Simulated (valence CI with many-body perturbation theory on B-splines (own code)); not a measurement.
**Pt⁷²⁺: calculated level list**

Level of theory: relativistic CI+MBPT: four valence electrons over a frozen Dirac-Fock core [He], a basis of 11 s, 11 p, 10 d, 8 f, 5 g, 2 h functions for each j, with the one-electron correlation potential Σ1 (screened to all orders), the two-electron term Σ2, the three-electron term Σ3, Breit, model QED; selected single and double excitations, second order for the rest, scaled by the run's own slope (own B-spline code, finite nucleus).

No measured spectrum was set against this ion. As an estimate, large intervals hold to a few tenths of a per cent, small ones and those within an open d or f shell to about a per cent. Among the levels kept, up to 1400 cm⁻¹ of a level comes from second order outside the variational space, and about a tenth of that is noise between levels of different J, which matters for small intervals.

Levels 136 to 180 of 218, with energies above the lowest level, (2s^2 2p1/2^2) J=0. "Leading %" is the weight of the configuration and term that name the level; weights of strongly mixed levels are sums over their largest components and can fall short. In the jj column 3d3/2^4 stands for four electrons in 3d with j = 3/2. Lifetimes count E1, E2, E3, M1 and M2 decay at the calculated energies, and are blank where another channel may lead or the interval is too uncertain; long ones can be off by a factor of two.

```tsv
No.	Configuration	Term	J	E (eV)	Leading %	Leading jj	Lifetime	g
136	2s2p²3p	³P°	2	15868	27	2s 2p3/2^2 3p1/2 (100 %)	4.34 fs	1.544
137	2s2p²3p	³D°	3	15870	42	2s 2p3/2^2 3p1/2 (100 %)	1.77 fs	1.287
138	2s2p²3s	¹P	1	15874	40	2s 2p3/2^2 3s (100 %)	2.17 fs	0.961
139	2s²2p4s	³P°	0	15877	100	2s^2 2p1/2 4s (100 %)	4.87 fs	
140	2s²2p4s	³P°	1	15878	67	2s^2 2p1/2 4s (100 %)	4.27 fs	1.300
141	2s2p²3s	³P	2	15879	61	2s 2p3/2^2 3s (100 %)	6.51 fs	1.350
142	2s2p²3s	¹S	0	15902	68	2s 2p3/2^2 3s (99 %)	4.76 fs	
143	2s²2p4p	³D	1	15917	74	2s^2 2p1/2 4p1/2 (100 %)	7.48 fs	0.631
144	2s²2p4p	³P	0	15933	67	2s^2 2p1/2 4p1/2 (100 %)	7.70 fs	
145	2s2p²3p	³P°	1	15986	33	2s 2p3/2^2 3p1/2 (99 %)	1.69 fs	1.295
146	2s2p²3p	³P°	0	15986	79	2s 2p3/2^2 3p1/2 (100 %)	52.0 fs	
147	2s2p²3p	³P°	1	15986	50	2s 2p3/2^2 3p1/2 (100 %)	1.74 fs	1.283
148	2s2p²3p	³D°	2	15987	32	2s 2p3/2^2 3p1/2 (99 %)	2.72 fs	1.036
149	2p³3s	⁵S°	2	16124	55	2p1/2 2p3/2^2 3s (99 %)	8.33 fs	1.569
150	2p³3s	³S°	1	16137	55	2p1/2 2p3/2^2 3s (98 %)	2.46 fs	1.292
151	2s²2p4p	³P	1	16143	46	2s^2 2p1/2 4p3/2 (92 %)	11.1 fs	1.540
152	2p³3s	³D°	3	16147	99	2p1/2 2p3/2^2 3s (99 %)	6.97 fs	1.294
153	2s²2p4p	³D	2	16147	50	2s^2 2p1/2 4p3/2 (100 %)	12.4 fs	1.146
154	2p³3s	¹D°	2	16158	65	2p1/2 2p3/2^2 3s (99 %)	2.68 fs	1.016
155	2s²2p4d	³F°	2	16175	75	2s^2 2p1/2 4d3/2 (100 %)	3.38 fs	0.744
156	2s2p²4s	⁵P	1	16180	37	2s 2p1/2^2 4s (92 %)	5.15 fs	1.962
157	2s²2p4d	³D°	1	16183	49	2s^2 2p1/2 4d3/2 (97 %)	774 as	0.846
158	2s2p²4s	³P	0	16189	68	2s 2p1/2^2 4s (100 %)	4.70 fs	
159	2p³3s	³P°	0	16213	100	2p1/2 2p3/2^2 3s (100 %)	5.20 fs	
160	2p³3p	⁵P	1	16213	46	2p1/2 2p3/2^2 3p1/2 (100 %)	991 as	1.630
161	2p³3s	³P°	1	16215	66	2p1/2 2p3/2^2 3s (99 %)	3.98 fs	1.295
162	2s2p²4p	³P°	0	16219	53	2s 2p1/2^2 4p1/2 (100 %)	7.46 fs	
163	2s2p²4p	³P°	1	16221	33	2s 2p1/2^2 4p1/2 (97 %)	4.17 fs	1.322
164	2p³3p	³F	2	16221	34	2p1/2 2p3/2^2 3p1/2 (100 %)	994 as	1.188
165	2p³3p	³F	3	16237	44	2p1/2 2p3/2^2 3p1/2 (100 %)	992 as	1.072
166	2s²2p4d	³P°	2	16239	48	2s^2 2p1/2 4d5/2 (100 %)	1.19 fs	1.288
167	2s²2p4d	³F°	3	16240	45	2s^2 2p1/2 4d5/2 (100 %)	1.19 fs	1.095
168	2s²2p4f	³G	3	16256	73	2s^2 2p1/2 4f5/2 (100 %)	2.39 fs	0.808
169	2s²2p4f	³F	2	16257	45	2s^2 2p1/2 4f5/2 (100 %)	2.35 fs	0.887
170	2s²2p4f	³G	4	16284	42	2s^2 2p1/2 4f7/2 (100 %)	2.46 fs	1.069
171	2s²2p4f	³D	3	16284	54	2s^2 2p1/2 4f7/2 (100 %)	2.44 fs	1.200
172	2p³3p	³P	2	16287	50	2p1/2 2p3/2^2 3p1/2 (99 %)	1.13 fs	1.291
173	2p³3p	³D	1	16299	74	2p1/2 2p3/2^2 3p1/2 (100 %)	993 as	0.625
174	2p³3p	³P	0	16357	65	2p1/2 2p3/2^2 3p1/2 (99 %)	1.13 fs	
175	2s2p²3p	⁵D°	4	16381	64	2s 2p3/2^2 3p3/2 (100 %)	97.6 fs	1.376
176	2s2p²3p	³D°	3	16385	52	2s 2p3/2^2 3p3/2 (100 %)	3.54 fs	1.386
177	2s2p²3p	³P°	1	16398	37	2s 2p3/2^2 3p3/2 (99 %)	1.68 fs	1.534
178	2s2p²3p	³P°	2	16433	46	2s 2p3/2^2 3p3/2 (99 %)	1.55 fs	1.354
179	2s2p²4p	³P°	2	16447	37	2s 2p1/2^2 4p3/2 (100 %)	12.3 fs	1.495
180	2s2p²4p	³D°	1	16450	30	2s 2p1/2^2 4p3/2 (100 %)	2.37 fs	1.150
```

Where two levels of one J and parity lie close, their mixing, g and order are uncertain.
